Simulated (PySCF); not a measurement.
A mixed set of molecules. Method used: PySCF, TDDFT CAM-B3LYP/def2-SVPD, vertical, gas phase, core orbitals frozen in the response. Geometries: GFN2-xTB; one conformer of each isolated species. Triplets are in the Tamm–Dancoff approximation.

Question: Rank by computed LUMO energy, lowest first.
A. `F[SiH2]C[SiH]([SiH3])[SiH3]`
B. `C=CS(=O)(=O)Cl`
C. `[SiH3]C([SiH3])[SiH2][SiH2]F`
D. `O=COc1cc[n+]([O-])cc1`
E. `C=CCN([SiH3])[SiH2]F`
F. `F[Si@@H]([SiH3])[SiH2]C[SiH3]`

Answer: B (-1.11 eV), D (-0.53 eV), F (-0.21 eV), C (0.10 eV), A (0.43 eV), E (0.80 eV).

```tsv
SMILES	LUMO (eV)	S1 (eV)	gap (eV)	first f ≥ 0.01 (nm)	T1 (eV)	S1 mainly
C=CS(=O)(=O)Cl	-1.11	5.82	9.52	204	4.36	H→L (64%)
O=COc1cc[n+]([O-])cc1	-0.53	4.38	7.31	283	2.63	H→L+1 (91%)
F[Si@@H]([SiH3])[SiH2]C[SiH3]	-0.21	5.72	9.17	217	5.06	H→L (95%)
F[SiH2][SiH2]C([SiH3])[SiH3]	0.10	6.49	9.96	191	5.72	H→L (90%)
F[SiH2]C[SiH]([SiH3])[SiH3]	0.43	6.75	9.89	184	5.84	H→L (79%)
C=CCN([SiH3])[SiH2]F	0.80	6.06	9.32	195	4.50	H→L (91%)
```

H and L stand for HOMO and LUMO.

- `C=CS(=O)(=O)Cl`: Löwdin shares by element: HOMO (one of a set within 0.03 eV) oxygen 44%, chlorine 40%, carbon 7% or more; LUMO carbon 38%, chlorine 25%, sulfur 17% (atoms not listed hold the other 19%).
- `O=COc1cc[n+]([O-])cc1`: Löwdin shares by element: HOMO oxygen 45% or more, carbon 21% or more, nitrogen 13% (atoms not listed hold the other 22%); LUMO carbon 26% or more, nitrogen 22%, oxygen 16% or more (atoms not listed hold the other 36%).
- `F[Si@@H]([SiH3])[SiH2]C[SiH3]`: Löwdin shares by element: HOMO silicon 67% or more, fluorine 9% (atoms not listed hold the other 24%); LUMO silicon 65% or more, hydrogen 7% or more (atoms not listed hold the other 28%).
- `F[SiH2][SiH2]C([SiH3])[SiH3]`: Löwdin shares by element: HOMO silicon 52% or more, carbon 12%, fluorine 10% (atoms not listed hold the other 26%); LUMO silicon 52% or more, hydrogen 15% or more (atoms not listed hold the other 34%).
- `F[SiH2]C[SiH]([SiH3])[SiH3]`: Löwdin shares by element: HOMO silicon 73% or more, carbon 5% (atoms not listed hold the other 22%); LUMO silicon 62% or more, hydrogen 9% or more (atoms not listed hold the other 29%).
- `C=CCN([SiH3])[SiH2]F`: Löwdin shares by element: HOMO nitrogen 51%, silicon 16%, carbon 7% or more (atoms not listed hold the other 27%); LUMO carbon 35% or more, silicon 24% (atoms not listed hold the other 40%).
